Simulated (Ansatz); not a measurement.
`[BH2][GeH2][O]C` and `C[O][GeH2][SH]` differ in one atom or group.

Ansatz, PBE0-D4/def2-TZVP geometries, multiplicity 1. Each molecule was computed in one conformer, which needn't be the lowest.

Scalar relativity is left out up to krypton.

| property | `[BH2][GeH2][O]C` |
| --- | --- |
| LUMO energy (ωB97M-V/def2-TZVPP) / eV | -0.57 |
| LUMO energy (PBE/def2-TZVPP) / eV | -3.55 |
| LUMO energy (PBE0/def2-TZVPP) / eV | -2.54 |
| HOMO energy (PBE/def2-TZVPP) / eV | -6.06 |
| HOMO–LUMO gap (ωB97M-V/def2-TZVPP) / eV | 9.40 |
| HOMO–LUMO gap (B3LYP/def2-TZVPP) / eV | 4.61 |

Task: Give the same properties after the change, and the shifts. (Best estimate.)

Result: Ansatz gave: 
```tsv
property	`C[O][GeH2][SH]`	shift
LUMO energy (ωB97M-V/def2-TZVPP) / eV	2.07	2.64
LUMO energy (PBE/def2-TZVPP) / eV	-0.77	2.78
LUMO energy (PBE0/def2-TZVPP) / eV	0.19	2.73
HOMO energy (PBE/def2-TZVPP) / eV	-6.31	-0.25
HOMO–LUMO gap (ωB97M-V/def2-TZVPP) / eV	11.88	2.48
HOMO–LUMO gap (B3LYP/def2-TZVPP) / eV	7.21	2.60
```

B3LYP here is the variant with VWN-RPA as its local correlation; programs differ in this.
